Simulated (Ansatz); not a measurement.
A structure relaxed at PBE0-D4/def2-SVP in Ansatz, charge 0, singlet:

```xyz
8

K     0.556   -1.963   -1.085
H     0.201   -1.641    1.491
K    -2.005   -0.277    1.115
H    -1.597   -0.517   -1.462
K    -0.208    1.703   -1.548
H     1.932    0.267   -1.074
K     1.658    0.537    1.518
H    -0.535    1.891    1.045
```

Question: Give its formula, name or SMILES and point group.

Answer: (KH)4 cube (K4H4). Point group Td (tolerance 0.1 Å).

Question: Summarise the bond lengths by kind (pairs closer than 1.2 times the sum of covalent radii, bridged metal pairs left out).

Answer: 12 × H–K 2.62 Å.
